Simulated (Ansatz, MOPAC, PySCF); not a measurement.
Molecule: BaCl, net charge 0, doublet state. SMILES: [Cl][Ba]
Geometry: optimised at B3LYP-D3(BJ)/def2-TZVP (Ansatz, a first-principles code).

Property: vertical electron affinity to the singlet, in eV. Conventions: def2 sets with scalar-relativistic core potentials past Kr; each state is the SCF solution reached for its charge and spin; no spin-orbit coupling; six Cartesian d functions in 6-31G* and its kin unless marked 5d; LANL2DZ with its own core potentials from Na on; UHF or UKS for open shells; frozen cores in correlated levels (noble-gas shells and the d and f shells of earlier blocks; the outer core of K, Ca and congeners matters and is frozen too). Ab initio and DFT rows: single points at B3LYP-D3(BJ) geometries (Ansatz). Semi-empirical rows: differences of heats of formation at the shared geometry for vertical values. The spin state of an ion or metal species was assumed, not searched.

```json
[
 {"level": "PM3", "program": "MOPAC", "vertical electron affinity to the singlet (eV)": "1.68"},
 {"level": "PM6", "program": "MOPAC", "vertical electron affinity to the singlet (eV)": "1.59"},
 {"level": "MNDO", "program": "MOPAC", "vertical electron affinity to the singlet (eV)": "0.56"},
 {"level": "B3LYP/6-31G* with LANL2DZ past Ar", "program": "Ansatz", "vertical electron affinity to the singlet (eV)": "1.19"},
 {"level": "M06-2X/6-31G* with LANL2DZ past Ar (5d)", "program": "PySCF", "vertical electron affinity to the singlet (eV)": "1.31"},
 {"level": "MP2/6-31G* with LANL2DZ past Ar", "program": "Ansatz", "vertical electron affinity to the singlet (eV)": "0.47"},
 {"level": "PBE0/def2-TZVPD", "program": "Ansatz", "vertical electron affinity to the singlet (eV)": "0.90"},
 {"level": "wB97X-V/def2-TZVPD", "program": "Ansatz", "vertical electron affinity to the singlet (eV)": "0.84"}
]
```

No value to compare with is used here. The 6 habitual levels span 0.47 (MP2/6-31G* with LANL2DZ past Ar) to 1.68 eV (PM3); wB97X-V/def2-TZVPD gives 0.84.

The levels are drawn from those run, B3LYP/6-31G* more often than the rest, none by its result; runs whose electronic state is in doubt are left out.
